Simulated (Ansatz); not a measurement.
Computed with Ansatz on PBE0-D4/def2-TZVP structures; ΔE is electronic, products minus reactants. CCSD(T)/CBS adds triple-zeta CCSD(T) − MP2 to the extrapolated MP2 energy (def2 sets, frozen cores). Functionals use def2-TZVPP. B3LYP here is the variant with VWN-RPA as its local correlation; programs differ in this. HSE06 is defined as in plane-wave codes. One conformer a species, not always the lowest.

Consider the ligand exchange at the Si–S bond: `C[SiH](F)S[SiH3]` + `O[SiH2]CCl` → `[SiH3]O[SiH2]CCl` + `C[SiH](F)S`.

```tsv
level	ΔE (kJ/mol)	difference from CCSD(T)/CBS
PBE-D4	-28.4	14.6
revPBE-D4	-27.6	15.4
r2SCAN-D4	-38.7	4.3
B97M-V	-42.9	0.1
PBE0-D4	-32.8	10.2
B3LYP-D4	-46.9	-3.9
r2SCANh-D4	-39.3	3.7
r2SCAN0-D4	-40.3	2.7
HSE06-D4	-32.5	10.5
BHLYP-D4	-52.7	-9.7
ωB97X-V	-43.6	-0.6
ωB97M-V	-42.9	0.1
B2PLYP	-47.7	-4.7
PBE-QIDH	-38.5	4.5
PBE	-29.2	13.8
revPBE	-28.8	14.2
BLYP	-45.9	-2.9
r2SCAN	-38.7	4.3
PBE0	-33.3	9.7
B3LYP	-48.3	-5.3
r2SCANh	-39.3	3.7
HSE06	-33.0	10.0
BHLYP	-54.4	-11.4
CAM-B3LYP	-52.9	-9.9
LC-ωPBE	-39.3	3.7
HF/def2-SVP	-59.1	-16.1
MP2/def2-SVP	-45.7	-2.7
CCSD/def2-SVP	-50.0	-7.0
CCSD(T)/def2-SVP	-47.9	-4.9
HF/def2-TZVPP	-63.7	-20.7
MP2/def2-TZVPP	-42.7	0.3
SCS-MP2/def2-TZVPP	-49.2	-6.2
CCSD/def2-TZVPP	-49.7	-6.7
CCSD(T)/def2-TZVPP	-45.9	-2.9
HF/def2-QZVPP	-65.8	-22.8
MP2/def2-QZVPP	-41.8	1.2
SCS-MP2/def2-QZVPP	-48.1	-5.1
HF/CBS(def2)	-66.1	-23.1
MP2/CBS(def2)	-39.8	3.2
CCSD/CBS(def2)	-46.8	-3.8
CCSD(T)/CBS	-43.0	0
```

Largest T1 diagnostic among the species: 0.011.

From BLYP to BHLYP (50 % exact exchange), in def2-TZVPP and without D4, ΔE moves by −8.5 kJ/mol. Leaving LDA and LC-ωPBE aside and taking each functional with its dispersion term where it has one, the values spread over 25.1 kJ/mol, from BHLYP-D4 to revPBE-D4.

CCSD(T)/CBS has its own doubt, a few kJ/mol and more with outer-core shells, so smaller differences from it don't rank the levels.
